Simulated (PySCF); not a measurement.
Electronic structure of Si⁺ (silicon, charge +1) at the MN15 level

Configuration: [Ne] 3s2 3p1, 2P determinant. Computed with PySCF 2.14 in Sapporo-DZP-2012, with the spin-free X2C one-electron Hamiltonian (Gaussian nucleus).

```json
{"Total energy": "-289.4818 hartree", "One-electron energy": "-396.7124 hartree", "Hartree (Coulomb) energy": "127.7121 hartree", "Exchange-correlation energy": "-20.4815 hartree", "⟨S²⟩": "0.7521", "⟨L²⟩": "2.011", "Sum of ⟨r⟩": "11.16 bohr", "Sum of ⟨r²⟩": "19.87 bohr²", "Traceless quadrupole moment −½Σ⟨3z² − r²⟩ along its main axis": "-2.58 e·bohr²", "Langevin diamagnetic susceptibility": "-15.7 ×10⁻⁶ cm³/mol", "Time after the integrals": "0.41 s of wall time on 1 thread of Neoverse-N1 (shared host)"}
```

```json
{"shell": "1s α", "electrons": "1", "mean orbital energy (hartree)": "-65.76457", "spread (hartree)": "0", "rms radius, mean of both spins (bohr)": "0.130"}
{"shell": "1s β", "electrons": "1", "mean orbital energy (hartree)": "-65.76130", "spread (hartree)": "0", "rms radius, mean of both spins (bohr)": "0.130"}
{"shell": "2s α", "electrons": "1", "mean orbital energy (hartree)": "-5.56428", "spread (hartree)": "0", "rms radius, mean of both spins (bohr)": "0.630"}
{"shell": "2s β", "electrons": "1", "mean orbital energy (hartree)": "-5.56011", "spread (hartree)": "0", "rms radius, mean of both spins (bohr)": "0.630"}
{"shell": "2p α", "electrons": "3", "mean orbital energy (hartree)": "-4.05613", "spread (hartree)": "0.00712", "rms radius, mean of both spins (bohr)": "0.598"}
{"shell": "2p β", "electrons": "3", "mean orbital energy (hartree)": "-4.05078", "spread (hartree)": "0.01655", "rms radius, mean of both spins (bohr)": "0.598"}
{"shell": "3s α", "electrons": "1", "mean orbital energy (hartree)": "-0.76985", "spread (hartree)": "0", "rms radius, mean of both spins (bohr)": "2.23"}
{"shell": "3s β", "electrons": "1", "mean orbital energy (hartree)": "-0.73330", "spread (hartree)": "0", "rms radius, mean of both spins (bohr)": "2.23"}
{"shell": "3p α", "electrons": "1", "mean orbital energy (hartree)": "-0.49114", "spread (hartree)": "0", "rms radius, mean of both spins (bohr)": "2.64"}
```

Densities and radii are taken from the X2C orbitals without a picture-change correction, which distorts them close to the nucleus.
